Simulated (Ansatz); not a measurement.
Born–Oppenheimer molecular dynamics of BrFH6O2W (11 atoms, charge 0, multiplicity 1). It starts at the highest image of a converged band. Of that band: The profile has 2 maxima (images 2, 4) with wells between them (image 3): this band takes more than one step, which may be the mechanism or a detour left from its start path. A vibrational analysis at the climbing image gives one clearly imaginary mode, 543i cm⁻¹: a first-order saddle point.

All numbers below come from RKS BLYP-D4/def2-SVP (Ansatz 0.2.0).

* ensemble: NVE (velocity Verlet)
* time step: 0.5 fs
* steps asked: 200
* starting velocities drawn for: 300 K
* seed: 5765

First frame:

```xyz
11
Properties=species:S:1:pos:R:3
W 0.337 0.167 -0.165
F 0.287 0.057 1.957
O 2.116 -0.591 0.141
H 2.210 -1.544 0.336
H -0.760 1.403 0.326
H -1.328 -0.049 0.139
H -0.140 -1.469 -0.174
O 0.163 0.532 -1.943
H 0.180 0.795 -2.878
Br 1.752 2.335 1.219
H 0.954 1.065 2.014
```

(1) How far do the bonds stretch over the last three quarters of this one trajectory? (Pairs bonded in most of those frames.)

Answers

(1) 
```
   bond  mean (Å)  spread (Å)  shortest  longest
  W1–F2     2.388       0.038      2.28     2.42
  W1–O3     1.964       0.020      1.93     2.01
  W1–H5     1.730       0.011      1.71     1.75
  W1–H6     1.710       0.007      1.70     1.73
  W1–H7     1.703       0.006      1.69     1.71
  W1–O8     1.839       0.022      1.80     1.88
W1–Br10     2.751       0.112      2.56     2.91
 F2–H11     1.010       0.055      0.91     1.11
  O3–H4     0.978       0.003      0.97     0.98
  O8–H9     0.982       0.022      0.95     1.02
```

Pairs bonded in part of these frames only: W1–H9 21 %, F2–H11 95 %.

Mean temperature of the second half: 262 K. The conserved energy stayed within 0.15 meV per atom of its start (net change -0.089 meV per atom), so the integration is sound. A run of 0.1 ps of so small a system gives no equilibrium averages. The orbitals stay closed-shell, which can raise the energy where a bond breaks towards radicals; this wasn't checked here.

Run time: 7.4 min on 4 threads of Arm Neoverse V1 (shared host), peak memory 0.21 GiB.
